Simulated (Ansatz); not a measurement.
Name a neutral molecule of Cl, Nb, S with LUMO energy (B3LYP/def2-TZVPP) between -3.65 and -3.35 eV and LUMO energy (ωB97M-V/def2-TZVPP) between -1.40 and -1.10 eV (Ansatz, PBE0-D4/def2-TZVP geometry).

`[S]=[Nb]([Cl])([Cl])[Cl]` (-3.50 eV, -1.29 eV). Other molecules can fit too; these were computed, each in one conformer that needn't be the lowest.

B3LYP here is the variant with VWN-RPA as its local correlation; programs differ in this.
